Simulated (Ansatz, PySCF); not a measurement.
Reaction (SMILES): C[NH] -> [CH2]N
Each molecule is optimised on its own at B3LYP-D3(BJ)/def2-TZVP (Ansatz, a program for electronic structure), one conformer each, not searched for the lowest.

Wanted: isomerisation energy (enthalpy at 298 K, with B3LYP-D3(BJ) rigid-rotor harmonic-oscillator terms from PySCF), in kcal/mol. Valence correlation only, unless marked. Open shells are spin-unrestricted. No spin-orbit coupling. Non-relativistic. Basis-set limits of correlation are two-point, X^-3; Hartree-Fock from the larger set. The bracket is a focal-point correction in the basis named.

| level | program | isomerisation energy (kcal/mol) |
|---|---|---|
| HF/cc-pwCVTZ | Ansatz | 1.0 |
| HF/def2-TZVPD | PySCF | 0.9 |
| HF/def2-TZVPPD | Ansatz | 0.5 |
| TPSS-D3(BJ)/def2-TZVPD | PySCF + dftd3 | -4.9 |

Question: Estimate the value at RI-MP2/CBS(aug-cc-pVTZ,aug-cc-pVQZ)+[CCSD(T)-MP2]/aug-cc-pVTZ as computed with Ansatz.

Answer: -6.7 kcal/mol, so TPSS-D3(BJ)/def2-TZVPD differs from it by 1.8 kcal/mol.
